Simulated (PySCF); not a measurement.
Electron correlation in Ar (argon, neutral)

[Ar], closed-shell 1S. Calculation: PySCF 2.14, in aug-cc-pVQZ-DK; the spin-free X2C one-electron Hamiltonian (Gaussian nucleus). Frozen: [Ne]; 8 electrons correlated.

```
  level  correlation energy (mhartree)
   CCSD                        -249.55
    (T)                          -8.77
CCSD(T)                        -258.32
```

Diagnostics: T1 = 0.0022, D1 = 0.0032, largest double amplitude 0.034.

Question: Is a single reference adequate?

Answer: Yes: T1 lies below 0.03 and no double amplitude reaches 0.07.
